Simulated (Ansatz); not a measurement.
Computed with Ansatz on PBE0-D4/def2-TZVP structures; ΔE is electronic, products minus reactants. CCSD(T)/CBS adds triple-zeta CCSD(T) − MP2 to the extrapolated MP2 energy (def2 sets, frozen cores). This one scheme is used for every species. DFT in def2-TZVPP. def2 core potentials past Kr. For Sn outer-core shells are correlated without core-valence functions, which leaves a few kJ/mol of doubt a bond.

`BB1CN1` + `[CH3][SnH3]` → `B[CH2][SnH3]` + `B1CN1`  (formal exchange of groups at a B–B bond)

`BB1CN1`:

Cartesian coordinates in Å:
```
B -0.082 -1.626 0.809
B -0.187 -0.195 0.031
C 0.444 1.247 -0.192
N -0.685 0.674 -0.883
H 0.717 -2.453 0.474
H -0.734 -1.869 1.783
H 0.234 2.070 0.489
H 1.391 1.331 -0.726
H -1.098 0.821 -1.785
```

`[CH3][SnH3]`:

Z-matrix (Å, degrees):
```
C
Sn 1 2.140
H 1 1.090 2 110.0
H 1 1.090 2 110.0 3 -120.0
H 1 1.090 2 110.0 3 120.0
H 2 1.709 1 110.1 3 -59.7
H 2 1.709 1 110.1 3 -179.7
H 2 1.709 1 110.1 3 60.3
```

`B[CH2][SnH3]`:

Cartesian coordinates in Å:
```
B -0.764 1.204 -0.484
C -0.839 -0.304 -0.588
Sn 0.962 -0.642 0.640
H -1.279 1.777 0.435
H -0.107 1.836 -1.264
H -0.591 -0.785 -1.534
H -1.618 -0.837 -0.044
H 0.486 -1.578 1.982
H 1.666 0.813 1.186
H 2.083 -1.483 -0.329
```

`B1CN1`:

```xyz
7

B    -0.572   -0.764    0.041
C    -0.113    0.717    0.227
N     0.651   -0.388   -0.363
H    -1.325   -1.673    0.119
H    -0.438    1.504   -0.454
H     0.231    1.090    1.191
H     1.566   -0.487   -0.760
```

```json
{"level": "PBE0-D4", "ΔE (kJ/mol)": "-29.4", "difference from CCSD(T)/CBS": "7.5"}
{"level": "BHLYP-D4", "ΔE (kJ/mol)": "-30.6", "difference from CCSD(T)/CBS": "6.3"}
{"level": "ωB97M-V", "ΔE (kJ/mol)": "-35.7", "difference from CCSD(T)/CBS": "1.2"}
{"level": "r2SCAN", "ΔE (kJ/mol)": "-27.6", "difference from CCSD(T)/CBS": "9.3"}
{"level": "PBE0", "ΔE (kJ/mol)": "-27.8", "difference from CCSD(T)/CBS": "9.1"}
{"level": "LC-ωPBE", "ΔE (kJ/mol)": "-28.0", "difference from CCSD(T)/CBS": "8.9"}
{"level": "MP2/def2-SVP", "ΔE (kJ/mol)": "-40.0", "difference from CCSD(T)/CBS": "-3.1"}
{"level": "SCS-MP2/def2-TZVPP", "ΔE (kJ/mol)": "-37.5", "difference from CCSD(T)/CBS": "-0.6"}
{"level": "CCSD/def2-TZVPP", "ΔE (kJ/mol)": "-32.7", "difference from CCSD(T)/CBS": "4.2"}
{"level": "CCSD/CBS(def2)", "ΔE (kJ/mol)": "-34.6", "difference from CCSD(T)/CBS": "2.3"}
{"level": "CCSD(T)/CBS", "ΔE (kJ/mol)": "-36.9", "difference from CCSD(T)/CBS": "0"}
```

Largest T1 diagnostic among the species: 0.015.

In def2-TZVPP, CCSD(T) changes the Hartree–Fock value by −10.9 kJ/mol (the triples alone add −2.3 kJ/mol) and MP2 by −17.3 kJ/mol. From PBE to PBE0 (25 % exact exchange), in def2-TZVPP and without D4, ΔE moves by −3.0 kJ/mol.
